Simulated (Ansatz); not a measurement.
Mg2F2⁺, relaxed as a doublet with UKS r2SCAN-D4/def2-TZVP in Ansatz, starting from the GFN2-xTB geometry. Force threshold 0.02 eV/Å.

The structure comes from a short search, and lower isomers may exist.

Start:

```xyz
4

Mg   -0.025   -0.333    1.416
Mg    0.030    0.335   -1.415
F    -0.846    0.849    0.181
F     0.841   -0.851   -0.183
```

Problem. Estimate the energy that the relaxation releases and the steps that it takes.

Solution. 0.4 kcal/mol, in 4 steps; 22 s on 4 threads of Intel Xeon on a shared host. No frequencies were taken in this run, so the end may be a saddle point.

Problem. Does the start keep its bonding and symmetry?

Solution. By distances, no bond broke or formed. The bond that changes most is Mg1–F3, from 1.90 to 1.89 Å (atoms count from 1). Point group D2h at the start, D2h at the end, both within 0.05 Å.

Problem. Predict the relaxed structure.

Solution. 
Cartesian coordinates in Å:
```
Mg -0.0277 -0.3264 1.3876
Mg 0.0276 0.3263 -1.3875
F -0.8655 0.8721 0.1878
F 0.8656 -0.8720 -0.1879
```
Bond lengths (bridged metal pairs left out): 4 × F–Mg 1.89 Å.
